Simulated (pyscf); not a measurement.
A first-order saddle from PySCF, ωB97X-D3(BJ)/def2-SVP:

```xyz
8

F      0.5121    -0.0414     1.4944
N     -0.8152    -0.2969     1.3277
F     -0.8545    -1.6170     0.9936
F     -2.2352     0.2744    -2.3239
Si    -0.8715     0.6090    -1.5416
F     -0.5161     2.1561    -1.7945
F      0.3049    -0.2893    -2.1663
H     -0.9995     0.1971     0.2699
```
Charge 0, spin multiplicity 2.

Surface: doublet, charge 0. Lowest wavenumbers (cm⁻¹): 1474i, 12, 42, 49, 141.

Task: Which two sides does it connect, and which bonds change?

Result: F–N•–F + F–SiH(F)–F ⇌ F–NH–F + F–Si•(F)–F, a hydrogen abstraction read from left to right: H–Si broken and H–N formed. At ωB97M-D3(BJ)/def2-TZVP it lies +31.2 kcal/mol from the left side (each side as separated species at their lowest minima found). This is the saddle that the search found; another between the same sides may lie lower. The angle at the transferred H is 162°.
